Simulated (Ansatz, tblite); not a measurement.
Cost and result up the ladder for `CCC(C)(C)CC(C)(C)C` (32 atoms). Total charge 0; singlet. Geometry: PBE-D4/def2-SVP.

```xyz
32

C     1.029   -2.139    1.327
C     1.410   -1.284    0.117
C     0.268   -0.903   -0.861
C     0.905   -0.237   -2.100
C    -0.437   -2.187   -1.355
C    -0.851   -0.014   -0.235
C    -0.613    1.336    0.513
C     0.317    2.307   -0.238
C    -2.001    2.005    0.635
C    -0.072    1.129    1.942
H     0.229   -1.674    1.936
H     0.675   -3.145    1.027
H     1.903   -2.287    1.994
H     1.913   -0.353    0.455
H     2.182   -1.828   -0.473
H     1.577    0.600   -1.838
H     1.510   -0.978   -2.662
H     0.129    0.153   -2.791
H    -1.182   -1.949   -2.143
H     0.296   -2.899   -1.790
H    -0.975   -2.709   -0.539
H    -1.438   -0.652    0.462
H    -1.553    0.204   -1.071
H    -0.014    2.467   -1.284
H     0.320    3.296    0.267
H     1.365    1.949   -0.261
H    -2.421    2.243   -0.364
H    -2.723    1.341    1.155
H    -1.937    2.951    1.212
H    -0.734    0.459    2.529
H     0.946    0.697    1.955
H    -0.024    2.100    2.478
```

Ansatz on 4 threads of Intel Xeon Platinum 8175M on a shared host; xTB runs through tblite on one thread. Times are rough, summed over both states, and most runs start from the orbitals of an earlier one. No level here is sound enough to serve as a yardstick. The other state is a doublet.

The xTB rows come from tblite.

Raw xTB energies of ions are shifted by several eV.

```
              level  functions  vertical IE (eV)
           GFN2-xTB         62             13.22
revPBE-D4/def2-TZVP        442              9.43
           GFN1-xTB         84             14.59
   PBE-D4/def2-TZVP        442              9.34
```

Estimate how long each takes.

GFN2-xTB 0.077 s; GFN1-xTB 0.13 s; revPBE-D4/def2-TZVP 42 s; PBE-D4/def2-TZVP 44 s. On shared hardware such times vary by a factor of up to 3.
